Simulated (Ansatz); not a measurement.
**Ligand exchange: C4H9F + Si(CH3)3(OH) → C4H10O + Si(CH3)3F**

Species: C4H9F `CC(C)CF`, singlet; Si(CH3)3(OH) (trimethylsilanol), singlet; C4H10O (2-methyl-1-propanol) `CC(C)CO`, singlet; Si(CH3)3F (trimethylsilyl fluoride), singlet. The partners trade F for OH: C–F and Si–OH bonds give way to C–OH and Si–F.

Shapes, held fixed at every level: PBE0-D4/def2-TZVP. Flexible molecules stand in one conformer, not always the lowest. Programs: Ansatz 0.2.0. Electronic energies: no zero-point or thermal term.

| level | kind | ΔE (kJ/mol) | less CCSD(T)/CBS estimate |
| --- | --- | --- | --- |
| HF/def2-TZVPP | Hartree–Fock | -41.5 | +4.3 |
| r2SCAN-D4/def2-TZVPP | meta-GGA | -43.0 | +2.8 |
| B3LYP-D4/def2-TZVPP | global hybrid | -41.7 | +4.1 |
| PBE0-D4/def2-TZVPP | global hybrid | -43.6 | +2.2 |
| wB97M-V/def2-TZVPP | range-separated hybrid | -42.7 | +3.1 |
| wB97X-V/def2-TZVPP | range-separated hybrid | -42.5 | +3.3 |
| B2PLYP/def2-TZVPP | double hybrid | -43.5 | +2.3 |
| CCSD(T)/CBS estimate | coupled cluster or CI | -45.8 | 0.0 |

The highest level, CCSD(T)/CBS estimate, gives ΔE = -45.8 kJ/mol; the levels span -45.8 to -41.5. The column of differences is taken from that level and isn't an error. No measured value is set beside it here. The CBS estimate extrapolates MP2 from def2-TZVPP and def2-QZVPP and adds CCSD(T) − MP2 in the triple-zeta set, cores frozen.
